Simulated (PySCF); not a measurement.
# Dipole moment and polarisability of `FC(F)(F)c1cc[n+]([GaH3-])cc1`

Species: C6H7F3GaN.
Cartesian coordinates in Å at the PBE0-D3(BJ)/def2-SVP level; atoms count from 1:
```
atom  x, y, z in Å
F1    -3.6268    0.2885   -0.7575
C2    -2.8804    0.8446    0.1954
F3    -2.9826    2.1677    0.0678
F4    -3.3980    0.5108    1.3764
C5    -1.4388    0.4071    0.0861
C6    -0.6405    0.3177    1.2238
C7     0.6896   -0.0534    1.0695
N8     1.2162   -0.3271   -0.1262
Ga9    3.2515   -0.9729   -0.2842
C10    0.4548   -0.2405   -1.2194
C11   -0.8848    0.1227   -1.1598
H12   -1.0446    0.5255    2.2153
H13    1.3659   -0.1363    1.9242
H14    3.0339   -2.5351   -0.1513
H15    3.8191   -0.2068    0.9801
H16    3.5468   -0.4001   -1.7309
H17    0.9462   -0.4706   -2.1685
H18   -1.4839    0.1751   -2.0698
```

Level: B3LYP/def2-SVPD (PySCF), static field, nuclei fixed, core orbitals frozen in the response. The polarisability tensor in these axes (au):

```
x   140.42 -17.35  -1.26
y   -17.35  88.24   3.90
z    -1.26   3.90 114.07
```

Q: Give the principal values, the mean and the anisotropy Δα = √{½[(α1 − α2)² + (α2 − α3)² + (α1 − α3)²]}.

A: Principal values 82.64, 114.26 and 145.84 au; mean 114.24 au = 16.93 Å³ = 18.84 × 10⁻⁴⁰ C²·m²/J; Δα = 54.73 au (48 % of the mean).

Q: What is the dipole moment, and where does it point?

A: (-3.81, 1.16, 0.31) D, 3.99 D in size, pointing from the negative to the positive side. Measured along this direction, the outermost atoms are H14, H16 and H15 at the negative end and F4, F1 and F3 at the positive end.

Q: What are the principal values of the traceless quadrupole moment, Θ = ½Σq(3rr − r²1), about the centre of nuclear charge?

A: -24.17, 4.06, 20.12 D·Å. The values depend on the origin, since the dipole doesn't vanish. The electronic extent ⟨r²⟩ about the same centre is 3487 bohr², a root-mean-square distance of 3.01 Å for the 108 electrons.

Q: What would n − 1 = 2πNα be for an ideal gas of these molecules at 400 K and 1 atm, electronic part alone?

A: N = p/kT = 1.8347 × 10¹⁹ cm⁻³, so n − 1 = 2π × N × 16.93 × 10⁻²⁴ cm³ = 1952 × 10⁻⁶ at long wavelengths, for an ideal gas.

Q: In a dilute gas of rigid molecules at 298 K, how does the orientational term μ²/3kT compare with the electronic polarisability?

A: In Gaussian units μ²/3kT = 129.13 Å³ against 16.93 Å³, a ratio of 7.63; the Debye molar polarisation (4π/3)N_A(α + μ²/3kT) is 368.4 cm³/mol, leaving out the vibrational part.

Q: Rayleigh depolarisation ratio (linearly polarised light, static tensor)?

A: ρ = 3Δα²/(45ᾱ² + 4Δα²) = 8987.6/(587324 + 11983.5) = 0.015.

Isolated species at its PBE0-D3(BJ)/def2-SVP geometry, gas phase. The calculation is non-relativistic, for gallium too.

These values come from a run that also computed excited states. On Arm Neoverse V2, one thread, shared host, this took 96 s and 1.4 GiB of memory at its peak.
